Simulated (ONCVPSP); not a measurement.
## Building the ONCV potential for tantalum (Ta) (PBE, scalar-relativistic).

- Element: tantalum (Ta)
- Generator: ONCVPSP 4.0.1
- Type: optimised norm-conserving Vanderbilt (ONCV)
- Functional: PBE
- Relativity: scalar-relativistic
- Frozen core: [Kr] 4d10 4f14
- Valence charge: 13
- Reference configuration: 5s2 5p6 5d3 6s1 6p1
- Partial waves: 5s+6s: rc 1.75 bohr, ncon 4, nbas 9, qcut 6 1/bohr, 2 projectors; 5p+6p: rc 1.95 bohr, ncon 3, nbas 6, qcut 7.3 1/bohr, 3 projectors, debl 2.5 Ha; 5d: rc 1.75 bohr, ncon 3, nbas 8, qcut 8.5 1/bohr, local
- Local potential: the d channel
- Core correction: polynomial model core, fcfact 0.65

All-electron outer shells of the reference configuration (PBE, scalar-relativistic, ld1.x):

| shell | level (eV) | outermost node (bohr) | outermost maximum (bohr) |
| --- | --- | --- | --- |
| 4d | -223.72 | 0.22 | 0.46 |
| 5s | -74.53 | 0.54 | 0.98 |
| 5p | -40.93 | 0.58 | 1.13 |
| 4f | -26.23 | – | 0.44 |
| 6s | -6.41 | 1.32 | 2.74 |
| 5d | -4.89 | 0.65 | 1.56 |
| 6p | -2.10 | 1.59 | 3.75 |

Results:

```
Cutoffs needed             : 14 Ha and 18 Ha (the cutoffs (Ha) at which the residual kinetic energy of the hardest occupied pseudo-wave falls to 1 and 0.1 mHa per electron)
Ghost test                 : no bound ghost flagged; no localised positive-energy state flagged
Largest excitation error   : -11 meV (all-electron minus pseudo) for 5s2 5p6 5d3 6s0 6p0, out of 4 test configurations
rms error of d²Exc/dni dnj : 5.39 mHa without and 1.14 mHa with the model core
```

Generation and tests took about 4.7 s on one core of a shared server CPU.
